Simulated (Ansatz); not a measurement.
Calculated with Ansatz (gas phase, PBE0-D4/def2-TZVP geometries, no zero-point term in ΔE). CCSD(T)/CBS adds triple-zeta CCSD(T) − MP2 to the extrapolated MP2 energy (def2 sets, frozen cores). Functionals use def2-TZVPP. B3LYP here is the variant with VWN-RPA as its local correlation; programs differ in this. HSE06 is defined as in plane-wave codes. For Ge outer-core shells are correlated without core-valence functions, which leaves a few kJ/mol of doubt a bond. Scalar relativity is left out up to krypton. One conformer a species, not always the lowest.

`[GeH3][SiH2][GeH2][GeH3]` + `[F][GeH2][GeH3]` → `[GeH3][GeH2][GeH2][GeH3]` + `F[SiH2][GeH3]`  (redistribution)

| level | ΔE (kJ/mol) | difference from CCSD(T)/CBS |
| --- | --- | --- |
| revPBE-D4 | -69.9 | 17.3 |
| B97M-V | -72.4 | 14.8 |
| PBE0-D4 | -77.5 | 9.7 |
| ωB97M-V | -83.2 | 4.0 |
| PBE-QIDH | -83.2 | 4.0 |
| PBE | -72.9 | 14.3 |
| revPBE | -70.5 | 16.7 |
| PBE0 | -77.7 | 9.5 |
| B3LYP | -81.8 | 5.4 |
| HSE06 | -77.6 | 9.6 |
| BHLYP | -86.1 | 1.1 |
| CAM-B3LYP | -83.3 | 3.9 |
| CCSD/def2-SVP | -67.3 | 19.9 |
| MP2/def2-TZVPP | -88.9 | -1.7 |
| HF/CBS(def2) | -85.4 | 1.8 |
| MP2/CBS(def2) | -92.0 | -4.8 |
| CCSD(T)/CBS | -87.2 | 0 |

Largest T1 diagnostic among the species: 0.012.

From PBE to PBE0 (25 % exact exchange), in def2-TZVPP and without D4, ΔE moves by −4.8 kJ/mol. Leaving LDA and LC-ωPBE aside and taking each functional with its dispersion term where it has one, the values, not all of them listed here, spread over 16.4 kJ/mol, from BHLYP-D4 to revPBE-D4. LDA lies −6.3 kJ/mol from PBE without D4.
